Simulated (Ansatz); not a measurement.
Consider the redistribution: `O[SiH](F)[SiH2]F` + `C=C[Si](O)(Cl)Cl` → `C=C[SiH](F)[SiH2]F` + `O[Si](O)(Cl)Cl`.

Gas-phase electronic energies from Ansatz, PBE0-D4/def2-TZVP geometries. CCSD(T)/CBS is the MP2 limit (def2-TZVPP, def2-QZVPP) plus CCSD(T) − MP2 in def2-TZVPP, frozen cores. DFT in def2-TZVPP. B3LYP here is the variant with VWN-RPA as its local correlation; programs differ in this. Each species was taken in one conformer, which may not be the lowest.

`O[SiH](F)[SiH2]F`:

Cartesian coordinates in Å:
```
O -0.852 0.369 -1.791
Si 0.513 0.278 -0.897
F 1.446 -0.920 -1.405
Si -0.048 -0.150 1.353
F -1.369 -1.073 1.314
H -1.551 -0.265 -1.622
H 1.250 1.538 -1.138
H 1.003 -0.879 2.108
H -0.392 1.101 2.078
```

`C=C[Si](O)(Cl)Cl`:

Z-matrix (Å, degrees):
```
Si
C 1 1.833
Cl 1 2.049 2 110.8
O 1 1.625 2 108.2 3 -121.3
Cl 1 2.049 2 110.8 3 117.4
C 2 1.330 1 122.2 3 121.2
H 2 1.087 1 118.2 3 -58.7
H 4 0.959 1 118.7 2 179.6
H 6 1.085 2 121.6 1 0.0
H 6 1.086 2 121.7 1 -180.0
```

`C=C[SiH](F)[SiH2]F`:

Cartesian coordinates in Å:
```
C 1.121 -1.532 1.360
C 0.355 -1.315 0.294
Si -0.902 0.039 0.227
F -0.970 0.740 1.674
Si -0.294 1.700 -1.330
F -0.086 0.977 -2.752
H 1.032 -0.927 2.258
H 1.863 -2.325 1.385
H 0.483 -1.949 -0.583
H -2.252 -0.506 -0.079
H 0.988 2.352 -0.955
H -1.338 2.744 -1.500
```

`O[Si](O)(Cl)Cl`:

Cartesian coordinates in Å:
```
O -0.363 -0.327 1.322
Si 0.215 0.141 -0.119
O -1.010 0.662 -1.034
Cl 1.516 1.687 0.040
Cl 1.199 -1.428 -0.983
H 0.214 -0.821 1.906
H -1.772 0.087 -1.131
```

```json
{"level": "PBE-D4", "ΔE (kcal/mol)": "1.5", "difference from CCSD(T)/CBS": "0.3"}
{"level": "r2SCAN-D4", "ΔE (kcal/mol)": "0.7", "difference from CCSD(T)/CBS": "-0.5"}
{"level": "B3LYP-D4", "ΔE (kcal/mol)": "1.4", "difference from CCSD(T)/CBS": "0.2"}
{"level": "B2PLYP", "ΔE (kcal/mol)": "1.3", "difference from CCSD(T)/CBS": "0.1"}
{"level": "PBE", "ΔE (kcal/mol)": "1.3", "difference from CCSD(T)/CBS": "0.1"}
{"level": "r2SCAN", "ΔE (kcal/mol)": "0.7", "difference from CCSD(T)/CBS": "-0.5"}
{"level": "PBE0", "ΔE (kcal/mol)": "0.8", "difference from CCSD(T)/CBS": "-0.4"}
{"level": "HF/def2-TZVPP", "ΔE (kcal/mol)": "0.3", "difference from CCSD(T)/CBS": "-0.9"}
{"level": "SCS-MP2/def2-TZVPP", "ΔE (kcal/mol)": "1.5", "difference from CCSD(T)/CBS": "0.3"}
{"level": "CCSD/def2-TZVPP", "ΔE (kcal/mol)": "0.9", "difference from CCSD(T)/CBS": "-0.3"}
{"level": "CCSD(T)/def2-TZVPP", "ΔE (kcal/mol)": "1.1", "difference from CCSD(T)/CBS": "-0.1"}
{"level": "MP2/def2-QZVPP", "ΔE (kcal/mol)": "1.6", "difference from CCSD(T)/CBS": "0.4"}
{"level": "SCS-MP2/def2-QZVPP", "ΔE (kcal/mol)": "1.5", "difference from CCSD(T)/CBS": "0.3"}
{"level": "HF/CBS(def2)", "ΔE (kcal/mol)": "0.2", "difference from CCSD(T)/CBS": "-1.0"}
{"level": "MP2/CBS(def2)", "ΔE (kcal/mol)": "1.6", "difference from CCSD(T)/CBS": "0.4"}
{"level": "CCSD/CBS(def2)", "ΔE (kcal/mol)": "1.0", "difference from CCSD(T)/CBS": "-0.2"}
{"level": "CCSD(T)/CBS", "ΔE (kcal/mol)": "1.2", "difference from CCSD(T)/CBS": "0"}
```

Largest T1 diagnostic among the species: 0.012.

In def2-TZVPP, CCSD(T) changes the Hartree–Fock value by +0.8 kcal/mol (the triples alone add +0.2 kcal/mol) and MP2 by +1.3 kcal/mol.
